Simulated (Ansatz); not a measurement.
All numbers were calculated with Ansatz.

Basis-set series for FH$_{4}$NO$_{2}$Si, SMILES `N[Si](O)(O)F`. Total charge 0; spin multiplicity 1. The structure was optimised at the PBE0-D4/def2-TZVP level. It is one conformer, not always the lowest.

```xyz
9

N     0.9332    0.3283   -0.9684
Si   -0.2930   -0.2114    0.0568
O    -1.0508    1.1360    0.5717
O     0.3143   -1.1710    1.2249
F    -1.3893   -1.1512   -0.6163
H     1.6346   -0.2983   -1.3237
H     0.7906    1.1235   -1.5675
H    -1.9575    1.0413    0.8657
H     1.0179   -0.7971    1.7568
```

```tsv
functional	basis	functions	energy (Eh)	HOMO (eV)	LUMO (eV)
PBE0-D4	def2-SVP	94	-596.37271	-7.70	1.22
PBE0-D4	def2-TZVPP	222	-596.88232	-8.00	0.54
ωB97M-V	def2-SVP	94	-596.69936	-10.13	2.85
ωB97M-V	def2-TZVPP	222	-597.21724	-10.43	1.97
```

Task: Give the rows for def2-QZVPP. (An estimate is asked.)

Result: The calculation gave: 
| functional | basis | functions | energy (Eh) | HOMO (eV) | LUMO (eV) |
| --- | --- | --- | --- | --- | --- |
| PBE0-D4 | def2-QZVPP | 418 | -596.91133 | -8.07 | 0.14 |
| ωB97M-V | def2-QZVPP | 418 | -597.24454 | -10.50 | 1.37 |

Positive LUMOs are unbound and depend on the basis.
